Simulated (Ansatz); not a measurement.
Basis-set extrapolation for CHBF$_{2}$O (`O=CB(F)F`) (PBE0-D4/def2-TZVP geometry, frozen core, Ansatz 0.2.0). Multiplicity 1, RHF reference.

|  | def2-TZVPP | def2-QZVPP |
| --- | --- | --- |
| HF | -337.128163 | -337.143243 |
| MP2 correlation | -0.964204 | -1.047184 |
| CCSD(T) correlation | -1.008139 | not run |

Energies in hartree. Use E(X) = E(∞) + A·exp(−7.88·√X) for Hartree–Fock and E(X) = E(∞) + B·X^(−2.97) for correlation, with X = 3 and 4, and add CCSD(T) minus MP2 of the smaller set to the MP2 limit.

Task: What is the CCSD(T) energy at the basis-set limit?

Result: HF limit: -337.143243 + (-0.015080) × 0.13774 = -337.14532. MP2 limit: -1.047184 + (-0.082980) × 0.74074 = -1.10865. Higher-order term: -1.008139 − (-0.964204) = -0.04393. Total: -338.29790 hartree, 101.4 kcal/mol below CCSD(T)/def2-TZVPP.
